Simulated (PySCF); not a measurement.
# Peak assignment

Atoms are numbered as in `[CH2:1]=[C:2]([CH3:3])[SiH:4]1[CH2:5][CH2:6][CH2:7][CH2:8][CH2:9]1`; H(Xn) means a hydrogen on atom n. Ha(C5), Ha(C6), Ha(C7), Ha(C8), Ha(C9) are cis to C2 on the ring; Ha(C1) is cis to C3; Hb(C5), Hb(C6), Hb(C7), Hb(C8), Hb(C9) are trans to C2 on the ring; Hb(C1) is trans to C3.

Theoretical values (PySCF 2.14): GIAO KT2/pcSseg-1 shieldings, geometry from PBE0-D3(BJ)/def2-SVP. Non-relativistic Hamiltonian, no solvent, averaged over atoms made equivalent by symmetry, fast rotation or ring inversion, one conformer.

References, each an isolated molecule treated in the same way: TMS for ¹³C and ¹H.

Q: Assign these signals to the numbered atoms. ¹³C{¹H} NMR (computed): δ 143.7, 125.8, 33.4, 29.5, 25.1, 14.2.

A: 
```tsv
δ (ppm)	atoms	environment	reason
143.7	C2	fully substituted alkene carbon	an sp2 carbon of a C=C bond
125.8	C1	terminal =CH2 carbon	an sp2 carbon of a C=C bond
33.4	C7	sp3 CH2 in a ring	aliphatic region, no heteroatom directly attached
29.5	C6/C8	sp3 CH2 in a ring	–
25.1	C3	allylic methyl carbon	saturated and bonded to C and H only
14.2	C5/C9	sp3 CH2 bonded to Si	–
```

Q: Assign these signals to the numbered atoms. ¹H NMR (600 MHz, computed): δ 5.66 (m, 1H), 5.62 (m, 1H), 4.29 (m, 1H), 2.12 (m, 2H), 1.87 (s, 3H), 1.72 (m, 1H), 1.45 (m, 2H), 1.19 (m, 1H), 0.94 (m, 2H), 0.75 (m, 2H).

A: 
5.66 → Ha(C1), hydrogen on a terminal =CH2 carbon: a vinylic proton, deshielded by the sp2 carbon and the C=C anisotropy
5.62 → Hb(C1), hydrogen on a terminal =CH2 carbon
4.29 → H(Si4), hydrogen on a silicon bonded to 3 C, in a 6-membered ring
2.12 → Ha(C6)/Ha(C8), hydrogen on an sp3 CH2 in a ring
1.87 → H(C3), hydrogen on an allylic methyl carbon: allylic position
1.72 → Hb(C7), hydrogen on an sp3 CH2 in a ring: far from electronegative atoms and π systems
1.45 → Hb(C6)/Hb(C8), hydrogen on an sp3 CH2 in a ring
1.19 → Ha(C7), hydrogen on an sp3 CH2 in a ring: far from electronegative atoms and π systems
0.94 → Hb(C5)/Hb(C9), hydrogen on an sp3 CH2 bonded to Si
0.75 → Ha(C5)/Ha(C9), hydrogen on an sp3 CH2 bonded to Si: an electropositive neighbour shields it, as in TMS itself

Ha(C1) and Hb(C1) lie closer than the usual error of such a calculation, so a measured spectrum could show them in the other order.

Shifts are as computed. Against solution values, carbons near 30 ppm lie about +2 ppm off and those near 130 ppm about -5 ppm. Of 1313 compounds with measured shifts, 239 miss one by over three times the rms of a fit or turn the order of signals round; such compounds aren't used in these exercises. Multiplicities follow the n + 1 count of equivalent neighbours, as no J values were calculated; m marks all less simple cases, F and P coupling included.
